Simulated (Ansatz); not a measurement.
Isolated molecules relaxed with PBE0-D4/def2-TZVP in Ansatz; ΔE leaves out vibrations. CCSD(T)/CBS is the MP2 limit (def2-TZVPP, def2-QZVPP) plus CCSD(T) − MP2 in def2-TZVPP, frozen cores. This one scheme is used for every species. DFT in def2-TZVPP. Each species was taken in one conformer, which may not be the lowest.

`F[SiH2][AlH][Cl]` + `C[Si]F` → `[CH3][AlH][SiH2]F` + `F[Si]Cl`  (redistribution)

| level | ΔE (kJ/mol) |
| --- | --- |
| revPBE-D4 | 10.8 |
| r2SCAN0-D4 | 19.2 |
| revPBE | 9.7 |
| CAM-B3LYP | 18.2 |

**Question.** What does CCSD(T)/CBS give? (Best estimate.)

**Answer.** Ansatz gave: +21.2 kJ/mol. The listed levels differ from it by -10.4, -2.0, -11.5, -3.0 kJ/mol.

Largest T1 diagnostic among the species: 0.014.

From PBE to PBE0 (25 % exact exchange), in def2-TZVPP and without D4, ΔE moves by +6.1 kJ/mol. Leaving LDA and LC-ωPBE aside and taking each functional with its dispersion term where it has one, the values, not all of them listed here, spread over 12.5 kJ/mol, from PBE-D4 to BHLYP-D4. In def2-TZVPP, CCSD(T) changes the Hartree–Fock value by −11.2 kJ/mol (the triples alone add −2.6 kJ/mol) and MP2 by −12.9 kJ/mol.
